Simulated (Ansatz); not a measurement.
Geometry optimisation, RKS PBE/def2-SVP (Ansatz 0.2.0).

input.yaml

```yaml
crystal:
  periodic: [false, false, false]
  atoms:
    - { symbol: Si, position_ang: [-0.5257, -0.8843, -0.2899] }
    - { symbol: C, position_ang: [0.4473, 1.0242, 0.08] }
    - { symbol: H, position_ang: [0.402, -1.8892, -0.7635] }
    - { symbol: H, position_ang: [-1.6966, -1.0558, 0.5431] }
    - { symbol: Cl, position_ang: [-1.3887, -0.276, -2.0679] }
    - { symbol: H, position_ang: [0.611, -0.0263, 0.9832] }
    - { symbol: F, position_ang: [0.4573, -1.1306, 1.4385] }
    - { symbol: H, position_ang: [1.1367, 1.409, 0.8447] }
    - { symbol: H, position_ang: [-0.4119, 1.6853, 0.0951] }
    - { symbol: H, position_ang: [0.9686, 1.1436, -0.8632] }
basis:
  gaussian: { orbitals: def2-SVP }
hamiltonian:
  xc: pbe
relax:
  f_tol: 0.15
  max_steps: 25
  restrain:
    - { distance: [0, 6], at: 2.98, k: 30.0 }
    - { distance: [5, 1], at: 2.37, k: 30.0 }
    - { distance: [0, 1], at: 1.87, k: 30.0 }
    - { distance: [5, 6], at: 0.88, k: 30.0 }
output:
  orbitals: {}
```

Run as:

```bash
$ ansatz run input.yaml --threads 2 --pin off --max-ram 3072MiB --backend cpu --events-out ev --progress --plain --runs-dir out
```

Problem. Where does it end, and by what steps?

Solution. It converged. The restraints hold the end off the free minimum. After 13 steps the energy has fallen by 1.211 eV (the restraints' own energy left out); H6 moved furthest, 0.96 Å. Joined: H6–F7 (1.20 → 0.92 Å).

```
step  energy less start (eV)  largest force component (eV/Å)  accepted
   0                  0.0000                           1.169       yes
   1                 -0.1388                           2.393       yes
   2                 -0.0354                           4.184       yes
   3                 -0.3524                           3.136       yes
   4                 -0.9466                           1.884       yes
   5                 -1.0749                           1.384       yes
   6                 -1.0624                           0.984        no
   7                 -1.1401                           1.183       yes
   8                 -1.1661                           0.982       yes
   9                 -1.1864                           0.811       yes
  10                 -1.2099                           0.677        no
  11                 -1.1993                           0.839       yes
  12                 -1.2125                           0.548       yes
  13                 -1.2115                           1.020       yes
```

```xyz
10
Properties=species:S:1:pos:R:3
Si -0.528 -0.628 -0.626
C 0.370 0.958 -0.171
H 0.431 -1.727 -0.971
H -1.480 -1.063 0.448
Cl -1.680 -0.228 -2.329
H 0.420 -0.172 1.917
F 0.758 -1.017 2.035
H 1.206 0.760 0.530
H -0.320 1.717 0.249
H 0.823 1.400 -1.082
```

Run time: 20 s on 2 threads of AMD EPYC 7B13 (Zen 3), with other jobs on the host, peak memory 0.17 GiB.
